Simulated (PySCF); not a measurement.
1-hydroxysilylpropan-2-one (C3H8O2Si), SMILES CC(=O)C[SiH2]O. Geometry optimised at PBE-D3(BJ)/def2-SVP. The values are those of a single conformer.

Question: Give the equilibrium geometry at PBE-D3(BJ)/def2-SVP (PySCF confirms it by a frequency run) as Cartesian coordinates in Å. (An estimate is asked for; the answer gives what the named calculation found.)

Answer: Several could match; the one computed here: 
```xyz
14

C      2.5499     0.1407    -0.2444
C      1.1066     0.5169     0.0017
O      0.5676     1.4290    -0.6297
C      0.3294    -0.2899     1.0148
Si    -1.2606    -0.9597     0.1724
O     -2.0122     0.3675    -0.5094
H      2.6100    -0.9241    -0.5548
H      2.9861     0.7862    -1.0276
H      3.1357     0.2280     0.6944
H      0.9324    -1.0800     1.5040
H     -0.0494     0.4043     1.7958
H     -0.8535    -2.0072    -0.8343
H     -2.1576    -1.5894     1.1976
H     -1.3135     1.0401    -0.7085
```
